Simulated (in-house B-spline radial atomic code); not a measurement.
A run on neutral vanadium (an excited or competing configuration) that did not converge. Method: non-relativistic B97-1, spin-polarised, spherical fractional occupations, exact exchange averaged over the configuration, point nucleus; computed with an all-electron radial atomic-structure program (B-spline basis).

Command:
```bash
python run_scf.py task.json out
```
Settings:
```
Z                23
configuration    [Ar] 3d3 4s1 5d1
hamiltonian      nr
method           b97_1
spin_polarised   True
exact_exchange   averaged over the configuration
```

First and last ten iterations of the last attempt (damped for 15 steps, keeping 80 % of the old Fock matrix, then DIIS):
```
 iter        energy (Eh)    residual
    1        -937.274454    3.18e-01
    2        -940.418670    2.98e-01
    3        -941.901438    2.03e-01
    4        -942.726482    1.37e-01
    5        -943.162534    8.81e-02
    6        -943.378217    5.51e-02
    7        -943.484359    3.98e-02
    8        -943.534650    2.88e-02
    9        -943.558213    2.10e-02
   10        -943.569155    1.60e-02
  111        -943.581142    1.31e-05
  112        -943.581142    9.27e-06
  113        -943.581142    1.47e-05
  114        -943.581142    8.68e-06
  115        -943.581141    9.40e-06
  116        -943.581141    9.82e-06
  117        -943.581141    1.02e-05
  118        -943.581142    8.54e-06
  119        -943.581142    9.13e-06
  120        -943.581142    9.08e-06
 not converged after 120 iterations
```

The smallest residual met was 7.6e-06; the threshold is about 2e-07. Over the last five steps the energy moves by less than 1e-06 hartree, but the orbitals didn't meet the threshold. Cost of the run: 2.6 s on 1 thread of Intel(R) Xeon(R) 6975P-C, on a shared host.
